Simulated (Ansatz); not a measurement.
Other settings, tried on the cluster NaPt₃⁺.

```yaml
crystal:
  periodic: [false, false, false]
  atoms:
    - {symbol: Na, position_ang: [-0.646626, 1.788703, 0.554792]}
    - {symbol: Pt, position_ang: [-0.566500, -0.508963, -1.378092]}
    - {symbol: Pt, position_ang: [-0.347468, -1.166806, 0.998413]}
    - {symbol: Pt, position_ang: [1.560595, -0.112934, -0.175113]}
basis:
  gaussian: {orbitals: def2-SVP}
total_charge: 1
hamiltonian: {xc: {name: wB97M-V}, pseudopotentials: {relativity: none}}
scf: {lower_state_search: full}
output: {forces: true}
```

```sh
$ ansatz run in.yaml --threads 4 --pin off --events-out ev --progress --plain --max-ram 3916MiB
```

It prints (some lines left out):

```
Functional definition: wB97M-V
1113 factors; integrals over basis functions are off by at most 4.6e-4 eV
305 factors; integrals over basis functions are off by at most 3.6e-5 eV
mean field evaluation 1: about -14133.4226 eV, gradient 6.6e1 eV
mean field evaluation 2: about -14133.5223 eV, gradient 6.6e1 eV
mean field evaluation 4: about -14143.0734 eV, gradient 4.4e0 eV
mean field evaluation 8: about -14143.1300 eV, gradient 4.9e-1 eV
mean field evaluation 16: about -14143.1322 eV, gradient 9.8e-3 eV
mean field evaluation 32: about -14122.1403 eV, gradient 2.8e2 eV
mean field evaluation 64: about -14143.1310 eV, gradient 2.1e-1 eV
mean field evaluation 96: about -14121.0951 eV, gradient 9.0e1 eV
mean field -14143.13216317 eV, -519.7505204371 hartree, gradient 7.5e-5 eV, S^2 0.000000; 4 other end points of the search recorded, 0 dependent functions left out
reference -14143.13223525 eV, -519.7505230861 hartree; 32, 32 occupied and 79, 79 virtual orbitals, 1113 factors
Total energy: -14143.13223525 eV, -519.7505230861 hartree
Atom 0 at    -0.646626     1.788703     0.554792 Å, force     0.018945    -0.052360    -0.016134 eV/Å
Atom 1 at    -0.566500    -0.508963    -1.378092 Å, force    -0.050097     0.022246    -0.061546 eV/Å
Atom 2 at    -0.347468    -1.166806     0.998413 Å, force    -0.038283    -0.014651     0.071988 eV/Å
Atom 3 at     1.560595    -0.112934    -0.175113 Å, force     0.069435     0.044765     0.005691 eV/Å
Dipole moment:    -0.507844     1.404776     0.435716 e Å
```

It took 23 s on 4 threads of AMD EPYC 7B13 on a shared host.

In the def2 sets Pt takes a core potential; there is no spin–orbit coupling. The restricted singlet is unstable towards broken spin symmetry at other levels; at RKS ωB97M-V/def2-SVP this wasn't settled.

The dipole of an ion depends on the origin.
